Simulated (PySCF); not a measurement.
Si(H)2(Me)2 cation (C₂H₈Si), SMILES C[SiH2]C (connectivity only; charge and spin as stated), charge +1, multiplicity 2. Atoms are numbered in the order given.

```xyz
11

Si     0.0000     0.0000    -0.4670
C      1.6963     0.0000     0.4350
C     -1.6963     0.0000     0.4350
H      0.0000    -1.3420    -1.1565
H      0.0000     1.3420    -1.1565
H      1.6782     0.9297     1.0310
H      2.5587     0.0000    -0.2469
H      1.6782    -0.9297     1.0310
H     -2.5587     0.0000    -0.2469
H     -1.6782     0.9297     1.0310
H     -1.6782    -0.9297     1.0310
```
Charge +1, spin multiplicity 2.

Geometry optimised at B3LYP-D3(BJ)/def2-SVP. A frequency run showed that this geometry is not a minimum. The spin state was assumed, not searched. The isomer is the one that the SMILES or the coordinates give; other isomers of the formula were not compared.

The numbers are results of PySCF with PBE/pcH-1, not measurements.

Unrestricted Kohn–Sham, ⟨S²⟩ = 0.752. Hyperfine tensors hold the contact and dipolar terms, without spin-orbit corrections.

Computed hyperfine couplings:
| nucleus | A(iso) (MHz) | A(iso) (G) | dipolar principal values (MHz) |
|---|---|---|---|
| 29Si no. 1 | 38.5 | 13.7 | -90.5, 43.2, 47.3 |
| 13C no. 2 | 15.4 | 5.5 | -23.1, -22.2, 45.2 |
| 13C no. 3 | 15.4 | 5.5 | -23.1, -22.2, 45.2 |
| 1H no. 4 | 274.2 | 97.8 | -6.4, -5.9, 12.4 |
| 1H no. 5 | 274.2 | 97.8 | -6.4, -5.9, 12.4 |
| 1H no. 6 | 53.6 | 19.1 | -11.1, -3.0, 14.1 |
| 1H no. 7 | -11.2 | -4.0 | -10.4, -4.2, 14.7 |
| 1H no. 8 | 53.6 | 19.1 | -11.1, -3.0, 14.1 |
| 1H no. 9 | -11.2 | -4.0 | -10.4, -4.2, 14.7 |
| 1H no. 10 | 53.6 | 19.1 | -11.1, -3.0, 14.1 |
| 1H no. 11 | 53.6 | 19.1 | -11.1, -3.0, 14.1 |

And the g tensor (effective nuclear charges for spin-orbit coupling, GIAO)? (The exact figures need the calculation; the answer reports its results.)

principal values 2.0023, 2.0102, 2.0190; isotropic 2.0105.
